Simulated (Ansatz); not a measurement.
Name a neutral molecule of B, C, N, O and H with ideal-gas entropy at 298 K and 1 bar (rigid rotor, harmonic PBE0-D4/def2-TZVP) between 347 and 363 J/(mol·K) and size of the dipole moment (ωB97M-V/def2-TZVPP) between 2.85 and 3.15 D (Ansatz, PBE0-D4/def2-TZVP geometry).

`B/C=C(\O)CN` (357 J/(mol·K), 3.13 D). Other molecules can fit too; these were computed, each in one conformer that needn't be the lowest.
